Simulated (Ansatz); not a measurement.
Wavefunction ladder for C₂H₇AlO₂ (`C[O][Al]([CH3])[OH]`)

```xyz
12

C    -0.327   -1.751   -1.074
O     0.423   -0.575   -1.077
Al    0.528    0.767   -0.055
C    -0.534    0.951    1.557
O     1.620    1.988   -0.488
H     0.334   -2.624   -1.054
H    -1.002   -1.823   -0.210
H    -0.938   -1.816   -1.981
H    -0.358    0.121    2.247
H    -0.300    1.880    2.081
H    -1.604    0.953    1.330
H     2.159    1.932   -1.276
```

Charge 0, multiplicity 1. Geometry: relaxed with PBE0-D4/def2-TZVP. It is one conformer, not always the lowest. Frozen core, restricted reference, Ansatz 0.2.0. CBS rows extrapolate triple and quadruple zeta; past MP2 they add the triple-zeta difference.

| basis | HF (Eh) | MP2 corr. |
| --- | --- | --- |
| def2-SVP | -471.31275 | -0.72113 |
| def2-TZVPP | -471.67978 | -0.91025 |
| def2-QZVPP | -471.69868 | -0.97794 |

(1) Estimate the CCSD correlation energy and the (T) correction in each basis where they were run (hartree).

Answers

(1) 
```tsv
basis	CCSD corr.	(T)
def2-SVP	-0.76628	-0.01783
def2-TZVPP	-0.94437	-0.03377
CBS(def2)	-1.06220	as TZ
```
